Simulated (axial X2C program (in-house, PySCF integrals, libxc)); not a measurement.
Potential curves of InP, with spin–orbit coupling

Computed with an axial X2C code built on PySCF integrals. Two-component (2c) means X2C with spin–orbit coupling and atomic mean-field two-electron Coulomb and Gaunt terms. Basis: In dyall-cv3z [11s12p9d4f1g], P dyall-v3z [8s7p2d1f] (cores contracted in-house); Gaussian nuclei, density fitting, unrestricted open shells. Masses: In 114.904 u, P 30.974 u.

State: Ω = 2 (⟨Sz⟩ = 1.00, ⟨Lz⟩ = 1.00 at PBE). Energies in cm⁻¹ from the lowest point of each curve. Fits are polynomials in 1 − R0/R over 0.85 to 1.23 times the lowest point R0.

| R (Å) | PBE | PBE0 |
| --- | --- | --- |
| 2.1202 | 5515 | 5138 |
| 2.2177 | 2309 | 2056 |
| 2.2908 | 947 | 784 |
| 2.3639 | 233 | 155 |
| 2.4370 | 0 | 0 |
| 2.5223 | 165 | 249 |
| 2.6076 | 656 | 820 |
| 2.7173 | 1589 | 1852 |
| 2.7864 | 2281 | 2607 |
| 2.8513 | 2971 | 3357 |
| 2.9456 | 4007 | 4477 |
| 3.0462 | 5108 | 5660 |

Density functionals use the spin component along the axis (collinear). Without a current term, density functionals place determinants with orbital angular momentum somewhat too high. The state is one determinant with fixed occupations, lowest in a PBE0 search at one distance only: followed along the bond, the 2c determinant Ω = 1 reaches 0.25 eV lower at PBE0, at Re = 2.646 Å, so the state shown is not the lowest. With several unpaired electrons one determinant need not be a pure state. A state of lower Ω lies just above, and one determinant can place such states too high, so the state shown need not be the lowest. The search has Ω = 1 only 0.02 eV up. Open-shell Ω = 0 determinants with evenly filled partner blocks cannot be reached by this program, so the Ω shown need not be the lowest component. At some level and bond length an empty orbital lies below a filled one. The lowest spin-free determinant has another configuration (M_S = 1, Λ = 0), so the order of states is uncertain and this need not be the ground state.

(1) What are Re and ωe at the PBE level?

(2) Fit the PBE0 curve near its minimum: give the equilibrium distance and the harmonic wavenumber.

## Answers

(1) At PBE, 2c: Re = 2.445 Å, ωe ≈ 295 cm⁻¹; Be follows as 0.116 cm⁻¹.

(2) At PBE0, 2c: Re = 2.429 Å, ωe ≈ 303 cm⁻¹; Be follows as 0.117 cm⁻¹.
